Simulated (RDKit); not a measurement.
A run for RDKit: UFF on C2H4 (a complex), monomers drawn apart or pushed together.

```python
from rdkit import Chem
from rdkit.Chem import AllChem, rdDetermineBonds

blocks = [
'''4

C    -0.90170234   -0.13644144    0.23429831
C     0.23327355    0.02094879   -0.11132190
H    -1.90938427   -0.27599476    0.54167998
H     1.24149735    0.16059771   -0.41688410
''',
'''2

H     0.92347483    0.15769890    4.22426927
H     1.14100497    0.19488957    4.93558247
''',
]
mol = None
for b in blocks:
    f = Chem.MolFromXYZBlock(b)
    rdDetermineBonds.DetermineBonds(f, charge=0)
    mol = f if mol is None else Chem.CombineMols(mol, f)
Chem.SanitizeMol(mol)
print(Chem.MolToSmiles(Chem.RemoveHs(mol)))
ff = AllChem.UFFGetMoleculeForceField(mol, vdwThresh=100.0, ignoreInterfragInteractions=False)
e = ff.CalcEnergy()
print(f'UFF energy {e:.6f} kcal/mol')
```

The log:

```
C#C.[H][H]
UFF energy 0.595687 kcal/mol
```

The run finished.

Cost: roughly 0.03 core-seconds.
